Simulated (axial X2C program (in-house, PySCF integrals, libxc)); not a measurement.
**Spin–orbit effects along a row: molecules with I (ions), PBE0**

Computed with an axial X2C code built on PySCF integrals, spin-free (one-electron X2C) or two-component (2c: spin–orbit coupling with atomic mean-field Coulomb and Gaunt terms, which also bring small scalar terms), in Dyall basis sets with cores contracted in-house; open shells are unrestricted.

Basis sets: Br dyall-cv3z, Ca dyall-cv3z, Cr dyall-cv3z, Ge dyall-cv3z, I dyall-cv3z, K dyall-cv3z, Mn dyall-cv3z, Ti dyall-cv3z.

| molecule | spin-free state | Re (Å) | ωe (cm⁻¹) | De (eV) | 2c state | Re 2c (Å) | ωe 2c (cm⁻¹) | De 2c (eV) |
| --- | --- | --- | --- | --- | --- | --- | --- | --- |
| KI⁺ | M_S = 1/2, Λ = 1 | 3.547 | 84.8 | 0.25 | Ω = 3/2 | 3.550 | 84.9 | 0.30 |
| CaI⁺ | M_S = 0, Λ = 0 | 2.682 | 300.4 | 3.33 | Ω = 0 | 2.685 | 298.3 | 3.07 |
| TiI⁺ | M_S = 1, Λ = 2 | 2.485 | 312.4 | 3.19 | Ω = 1 | 2.489 | 309.7 | n/a |
| CrI⁺ | M_S = 2, Λ = 1 | 2.481 | 262.7 | 1.78 | Ω = 1 | 2.499 | 251.4 | 1.71 |
| MnI⁺ | M_S = 5/2, Λ = 0 | 2.431 | 297.8 | 2.31 | Ω = 5/2 | 2.439 | 291.3 | 2.07 |
| GeI⁺ | M_S = 0, Λ = 0 | 2.399 | 303.1 | 3.94 | Ω = 0 | 2.404 | 300.1 | n/a |
| IBr⁺ | M_S = 1/2, Λ = 1 | 2.377 | 318.9 | 2.85 | Ω = 3/2 | 2.386 | 312.3 | 2.67 |

Q: Work out the shifts from the spin-free to the two-component result.

A: 

```
molecule  2c state  ΔRe (Å)  Δωe (cm⁻¹)  ΔDe (eV)
     KI⁺   Ω = 3/2    0.003         0.1      0.05
    CaI⁺     Ω = 0    0.003        -2.1     -0.26
    TiI⁺     Ω = 1    0.004        -2.7       n/a
    CrI⁺     Ω = 1    0.018       -11.3     -0.07
    MnI⁺   Ω = 5/2    0.008        -6.5     -0.24
    GeI⁺     Ω = 0    0.005        -3.0       n/a
    IBr⁺   Ω = 3/2    0.009        -6.6     -0.18
```

Shifts of one unit in the last digit are rounding.

Fragments in 2c: I + K+, I + Ca+, I + Ti+, I + Cr+, I + Mn+, I + Ge+, I+ + Br. Each entry is the lowest single determinant of a limited PBE0 search at one distance. De goes to single-determinant-based atoms at the same level (for ions the charge split of lowest energy) and is withheld (n/a) where an atom does not fit its ground term or J level. Main or longest-lived isotopes. One determinant is a doubtful description, or other states lie close, for KI⁺, TiI⁺, CrI⁺, MnI⁺; these need not be ground states, and all values refer to the states named. Some open-shell Ω = 0 determinants are out of reach, so the Ω given for CrI⁺ need not be the lowest component. With several unpaired electrons the Ω given is that of one determinant, not necessarily of the lowest component. The functionals have no current term, which raises determinants with orbital currents. Where the atoms have a lower orbital projection than the molecule, De at mean-field level may be about a tenth of an eV too small.
